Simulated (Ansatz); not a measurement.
# Worked example: the enthalpy of BBr2Cl + CBrClF2 → BBrCl2 + CBr2F2

Species: BBr2Cl (dibromo(chloro)borane) `ClB(Br)Br`, singlet; CBrClF2 `FC(F)(Cl)Br`, singlet; BBrCl2 (bromodichloroborane) `ClB(Cl)Br`, singlet; CBr2F2 (dibromodifluoromethane) `FC(F)(Br)Br`, singlet. The partners trade Br for Cl: B–Br and C–Cl bonds give way to B–Cl and C–Br.

Shapes, held fixed at every level: PBE0-D4/def2-TZVP. Programs: Ansatz 0.2.0. The zero-point and thermal terms to 298 K, harmonic and unscaled (PBE0-D4/def2-TZVP), stand in the table.

At B3LYP-D4/def2-TZVPP; 1 Eh = 2625.50 kJ/mol:

```
species   energy (Eh)  H(298 K) − E (kJ/mol)  tabulated ΔfH (kJ/mol)
 BBr2Cl  -5633.572458                   32.4                  -272.0
CBrClF2  -3272.300468                   48.7                  -442.2
 BBrCl2  -3519.623448                   33.3                  -336.8
 CBr2F2  -5386.253868                   47.7                  -384.5
```

Problem. Work out the reaction enthalpy at 298 K from the calculation and from the table of heats.

Solution. 
1. Electronic: (-3519.623448) + (-5386.253868) − [(-5633.572458) + (-3272.300468)] = -0.004390 Eh = -11.5 kJ/mol.
2. Zero-point and thermal: (33.3) + (47.7) − [(32.4) + (48.7)] = -0.1 kJ/mol.
3. Computed ΔH = -11.6 kJ/mol.
4. From the heats of formation (Active Thermochemical Tables, NIST-JANAF tables): (-336.8) + (-384.5) − [(-272.0) + (-442.2)] = -7.1 kJ/mol.
5. Computed less tabulated: -4.5 kJ/mol. Tabulated heats carry uncertainties of their own. The tabulated values of BBr2Cl, BBrCl2 are in doubt (older tables, estimates, or at odds with other calculations) and kept here.

Relativity is left out for Br.
